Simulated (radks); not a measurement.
Results of a calculation; reference values are marked as such.
Q: Neutral zinc, [Ar] 3d10 4s2. Code: a radial shooting solver on a logarithmic mesh with Libxc functionals. Model: non-relativistic Kohn-Sham, exchange-only LDA, spin-polarised, spherical densities, point nucleus. Every spin shell is full or empty, so the densities are truly spherical. Functionals are evaluated on that one density, not self-consistently. Rank these exchange functionals by their error against the exact value of the orbitals, and give that value: LDA, revPBE, RPBE, PW91, PW86, WC, SOGGA, B86b, TPSS, revTPSS, r2SCAN, Tao-Mo, TASK.

A: Exact: -69.3055 hartree. From best to worst, with 100 (|E| - |E exact|)/|E exact| (equal figures are ties): revPBE +0.21, Tao-Mo -0.21, r2SCAN +0.27, RPBE +0.29, TPSS +0.37, revTPSS -0.38, PW91 +0.43, B86b +0.50, PW86 +0.58, WC -0.65, SOGGA -2.32, TASK -2.41, LDA -5.59.
